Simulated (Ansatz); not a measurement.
Molecule: sulfur dioxide, SO2 (charge 0, singlet). SMILES: O=[S+][O-]
Geometry: optimised at B3LYP-D3(BJ)/def2-TZVP (Ansatz, a first-principles code).

Property: vertical electron affinity to the doublet, in eV. Set-up: 6-311+G** with 5d, 6d on Na to Ar in Ansatz; 6-31G* and kin with 6d, 5d where marked; spin-orbit terms left out; each state is the SCF solution reached for its charge and spin; open shells spin-unrestricted; non-relativistic; no dispersion term unless named. First-principles rows: single points at B3LYP-D3(BJ) geometries (Ansatz). Sets without +, aug- or the D of def2-TZVPD hold no diffuse functions, which anions need.

| level | program | vertical electron affinity to the doublet (eV) |
|---|---|---|
| B3LYP/STO-3G | Ansatz | -5.34 |
| B3LYP/3-21G | Ansatz | -0.11 |
| B3LYP/6-31G* | Ansatz | 0.26 |
| B3LYP/6-311+G** | Ansatz | 1.12 |
| B3LYP/def2-TZVPD | Ansatz | 1.05 |

No value to compare with is used here. The 4 habitual levels span -5.34 (B3LYP/STO-3G) to 1.12 eV (B3LYP/6-311+G**); B3LYP/def2-TZVPD gives 1.05.

The sets are all those run for this method; left out are runs that failed, that the program found above a lower state of the same kind, or whose <S^2> lies over 0.5 above the pure value.
